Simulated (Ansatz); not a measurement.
boron atom (B), doublet; CCSD(T)/STO-3G in Ansatz (a quantum-chemistry and plane-wave program).

Input for Ansatz:
Ansatz 0.2 input:
```yaml
crystal:
  periodic: [false, false, false]
  atoms:
    - {symbol: B, position_ang: [0.00000000, 0.00000000, 0.00000000]}
basis:
  gaussian:
    orbitals: STO-3G
magnetization: {spin_polarized: true, initial_magnetization: 1}
correlation: {method: ccsd_t, electrons: outside_noble_gas}
accuracy: high
```

The log (banner, timings and long lists left out):

```
Functional definition: HF
15 factors; integrals over basis functions are off by at most 8.9e-10 eV
mean field evaluation 1: about -657.1275 eV, gradient 1.7e-14 eV
mean field evaluation 2: about -657.1275 eV, gradient 1.1e-14 eV
mean field evaluation 4: about -655.6559 eV, gradient 5.8e0 eV
mean field evaluation 8: about -655.6559 eV, gradient 5.8e0 eV
mean field -657.12745801 eV, -24.1489886649 hartree, gradient 0.0e0 eV, S^2 0.750000; 5 other end points of the search recorded, 0 dependent functions left out
1 core orbitals not correlated
reference -657.12745801 eV, -24.1489886649 hartree; 2, 1 occupied and 2, 3 virtual orbitals, 15 factors
second order -0.50768279 eV of doubles, 0.00000000 eV of singles
cycle   1  -0.78653408 eV  change   -2.8e-1 eV  update   6.4e-2
cycle   2  -1.09844865 eV  change   -3.1e-1 eV  update   3.4e-2
cycle   3  -1.08805999 eV  change    1.0e-2 eV  update   1.2e-3
cycle   4  -1.08840877 eV  change   -3.5e-4 eV  update   3.9e-5
cycle   5  -1.08840108 eV  change    7.7e-6 eV  update   8.7e-7
cycle   6  -1.08840121 eV  change   -1.3e-7 eV  update   1.5e-8
cycle   7  -1.08840115 eV  change    6.3e-8 eV  update   1.4e-8
cycle   8  -1.08840109 eV  change    6.4e-8 eV  update   7.3e-9
cycle   9  -1.08840109 eV  change  -7.0e-10 eV  update  7.9e-11
cycle  10  -1.08840109 eV  change   6.5e-12 eV  update  7.4e-13
perturbative correction 0.00000000 eV, 0.0000000000 hartree
Total energy: -658.21585910 eV, -24.1889866671 hartree
```
